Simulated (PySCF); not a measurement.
Job file and geometry (Å, from GFN2-xTB) of an NMR shielding run on SMILES C[Si]1(C)C[C@@H](CN)CO1, C6H15NOSi, GIAO PBE0/pcSseg-1 NMR shielding, non-relativistic, gas phase in PySCF 2.14.0, density-fitted response routines; density fitting, a coarse starting grid and PySCF grid level 2 are the driver's defaults:

```
$ OMP_NUM_THREADS=1 python probes_run.py task.json out

{"job": {"kind": "nmr", "xc": "PBE0", "basis": "pcSseg-1"}, "charge": 0, "multiplicity": 1}
C     -2.567219    -1.539323    -0.419841
Si    -1.469799    -0.020204    -0.103238
C     -2.436340     1.362539     0.771787
C      0.220611    -0.428539     0.692104
C      1.176873     0.394632    -0.175920
C      2.619528    -0.132526    -0.181700
N      3.310636    -0.049702     1.091240
C      0.577433     0.413509    -1.586815
O     -0.818684     0.547473    -1.506437
H     -3.405022    -1.266147    -1.052688
H     -2.029118    -2.340134    -0.917938
H     -2.971628    -1.932662     0.506337
H     -1.793124     2.174827     1.096908
H     -3.180965     1.781956     0.103118
H     -2.955587     0.979144     1.643100
H      0.455522    -1.489480     0.595595
H      0.315490    -0.167740     1.743733
H      1.177118     1.426496     0.195931
H      2.619991    -1.183258    -0.487408
H      3.207746     0.430024    -0.913699
H      2.805453    -0.578663     1.794425
H      3.351618     0.914695     1.404929
H      0.963797     1.246176    -2.180522
H      0.813936    -0.523326    -2.105447
```

Question: What does the program print?

Answer: 
```
coarse grid: 19592 points
cycle   1  E = -656.3833477300  dE =  9.768e-01  |g| = 8.274e-01  |ddm| = 4.279e+00
cycle   2  E = -656.2805771903  dE =  1.028e-01  |g| = 1.122e+00  |ddm| = 1.834e+00
cycle   3  E = -656.5230213189  dE = -2.424e-01  |g| = 1.510e-01  |ddm| = 1.236e+00
cycle   4  E = -656.5272875122  dE = -4.266e-03  |g| = 3.911e-02  |ddm| = 1.504e-01
cycle   5  E = -656.5276135269  dE = -3.260e-04  |g| = 7.803e-03  |ddm| = 3.727e-02
cycle   6  E = -656.5276242584  dE = -1.073e-05  |g| = 2.951e-03  |ddm| = 9.189e-03
cycle   7  E = -656.5276261668  dE = -1.908e-06  |g| = 3.254e-04  |ddm| = 2.636e-03
final grid: 181960 points
cycle   8  E = -656.5896054522  dE = -6.076e-05  |g| = 1.272e-02  |ddm| = 3.971e-02
cycle   9  E = -656.5895788368  dE =  2.662e-05  |g| = 1.735e-02  |ddm| = 2.401e-02
cycle  10  E = -656.5896408026  dE = -6.197e-05  |g| = 2.039e-03  |ddm| = 1.463e-02
cycle  11  E = -656.5896416142  dE = -8.116e-07  |g| = 2.065e-04  |ddm| = 2.018e-03
cycle  12  E = -656.5896416216  dE = -7.433e-09  |g| = 6.837e-05  |ddm| = 2.683e-04
cycle  13  E = -656.5896416225  dE = -8.740e-10  |g| = 2.749e-05  |ddm| = 8.581e-05
converged SCF energy = -656.5896416225

GIAO shielding tensors (ppm)
atom      isotropic    diamagn.    paramagn.     s11        s22        s33       span
  0 C      186.347     255.176     -68.829    178.394    185.335    195.311     16.917
  1 Si     313.049     882.186    -569.137    282.286    298.602    358.259     75.973
  2 C      186.046     255.703     -69.657    178.082    185.116    194.941     16.859
  3 C      167.521     257.683     -90.162    150.134    168.173    184.256     34.123
  4 C      136.313     254.877    -118.564    113.138    130.635    165.165     52.027
  5 C      134.715     244.980    -110.265    111.665    138.800    153.680     42.015
  6 N      230.416     318.517     -88.101    200.232    233.062    257.956     57.724
  7 C      113.131     246.417    -133.285     72.573    108.454    158.367     85.794
  8 O      281.841     399.741    -117.899    243.626    267.573    334.325     90.699
  9 H       31.349      29.274       2.075     27.028     28.683     38.336     11.308
 10 H       31.599      32.538      -0.939     26.708     29.855     38.233     11.525
 11 H       31.828      30.688       1.140     27.741     29.084     38.658     10.918
 12 H       31.611      33.524      -1.912     26.641     30.280     37.914     11.273
 13 H       31.375      29.814       1.562     27.191     28.634     38.301     11.109
 14 H       31.945      30.805       1.140     27.763     29.107     38.965     11.202
 15 H       31.684      36.133      -4.449     26.693     31.107     37.251     10.558
 16 H       30.691      35.849      -5.158     26.440     29.629     36.004      9.564
 17 H       30.122      36.622      -6.500     27.139     28.474     34.753      7.614
 18 H       29.593      31.025      -1.432     24.366     30.318     34.095      9.729
 19 H       28.773      29.749      -0.976     22.686     29.404     34.229     11.543
 20 H       30.737      33.510      -2.773     23.830     30.222     38.159     14.329
 21 H       31.570      32.320      -0.750     25.363     28.432     40.916     15.553
 22 H       27.518      31.179      -3.660     22.336     27.451     32.768     10.432
 23 H       28.374      32.701      -4.327     22.880     28.499     33.743     10.862
```

Question: Turn these shieldings into chemical shifts. Chemical shifts δ = σref − σ; $^{13}$C (186.93 ppm), $^{29}$Si (349.16 ppm), $^{1}$H (31.72 ppm) vs TMS; NH3 for $^{15}$N (267.73 ppm); $^{17}$O (336.08 ppm) against H2O, all at this level.

Answer: Averaging equivalent atoms: C 7: 73.8; C 5: 52.2; C 4: 50.6; C 3: 19.4; C 2: 0.9; C 0: 0.6; Si 1: 36.1; N 6: 37.3; O 8: 54.2; H 22: 4.20; H 23: 3.34; H 19: 2.94; H 18: 2.12; H 17: 1.59; H 16: 1.03; H 20/21: 0.56; H 9/10/11: 0.13; H 12/13/14: 0.07; H 15: 0.03 ppm. Experimental scales use liquid or dissolved standards, which lie at an offset from isolated NH3 (liquid NH3: subtract about 20 ppm) and H2O (liquid H2O: subtract about 36 ppm).

Size and cost of the density-fitted run: 235 basis functions, 100 s wall time on 1 thread of an Arm Neoverse N1, shared host; peak memory 1.1 GiB.
